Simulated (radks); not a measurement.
The numbers below are computed, except where a source is named.
All-electron atom: Gd IV in [Xe] 4f6 6f1 (not the ground configuration). Level of theory: scalar-relativistic Kohn-Sham, LDA (Slater exchange, Perdew-Wang correlation), spin-polarised, spherical densities, point nucleus; open shells are filled with parallel spins first (spin-orbit coupling, left out, can overturn this in heavy ions) (a radial shooting solver on a logarithmic mesh with Libxc functionals).

Radial electron density D(r) = 4 pi r^2 rho(r):

| r (bohr) | D(r) (e/bohr) | spin D(r) |
|---|---|---|
| 0.004008 | 32.58 | -0.0000363 |
| 0.004741 | 39.91 | -0.0000446 |
| 0.005564 | 47.66 | -0.0000535 |
| 0.006581 | 56.32 | -0.0000642 |
| 0.007723 | 64.62 | -0.0000755 |
| 0.009136 | 72.74 | -0.0000891 |
| 0.01072 | 79.17 | -0.000105 |
| 0.01268 | 83.72 | -0.000127 |
| 0.01488 | 85.40 | -0.000159 |
| 0.01747 | 84.41 | -0.000210 |
| 0.02066 | 81.17 | -0.000300 |
| 0.02425 | 77.52 | -0.000443 |
| 0.02868 | 75.45 | -0.000690 |
| 0.03366 | 77.39 | -0.00106 |
| 0.03982 | 84.70 | -0.00165 |
| 0.04672 | 95.56 | -0.00244 |
| 0.05527 | 107.1 | -0.00341 |
| 0.06486 | 113.2 | -0.00399 |
| 0.07612 | 111.1 | -0.00260 |
| 0.09004 | 100.9 | 0.00576 |
| 0.1057 | 89.84 | 0.0310 |
| 0.125 | 85.14 | 0.0993 |
| 0.1467 | 90.15 | 0.244 |
| 0.1735 | 98.70 | 0.547 |
| 0.2036 | 98.51 | 1.06 |
| 0.2409 | 83.21 | 1.92 |
| 0.2827 | 60.97 | 3.08 |
| 0.3317 | 44.84 | 4.50 |
| 0.3924 | 42.30 | 6.05 |
| 0.4605 | 47.63 | 7.22 |
| 0.5447 | 48.90 | 7.74 |
| 0.6392 | 41.21 | 7.43 |
| 0.7562 | 28.77 | 6.40 |
| 0.8874 | 19.30 | 5.05 |
| 1.05 | 13.98 | 3.54 |
| 1.232 | 11.27 | 2.24 |
| 1.446 | 8.642 | 1.23 |
| 1.71 | 5.512 | 0.554 |
| 2.007 | 2.906 | 0.243 |
| 2.374 | 1.178 | 0.132 |
| 2.786 | 0.4181 | 0.0995 |
| 3.295 | 0.1277 | 0.0636 |
| 3.867 | 0.02898 | 0.0195 |
| 4.574 | 0.001604 | 0.000819 |
| 5.368 | 0.04519 | 0.0451 |
| 6.3 | 0.1376 | 0.138 |
| 7.452 | 0.1992 | 0.199 |
| 8.745 | 0.1612 | 0.161 |
| 10.34 | 0.07265 | 0.0727 |
| 12.14 | 0.01916 | 0.0192 |
| 14.36 | 0.002479 | 0.00248 |
| 16.85 | 0.0001819 | 0.000182 |

D(r) has 5 maxima, at r = 0.0151, 0.0675, 0.188, 0.515, 7.57 bohr, and minima at 0.0289, 0.124, 0.371, 4.50 bohr, inside which lie 1.93, 11.16, 29.32, 60.18 electrons.
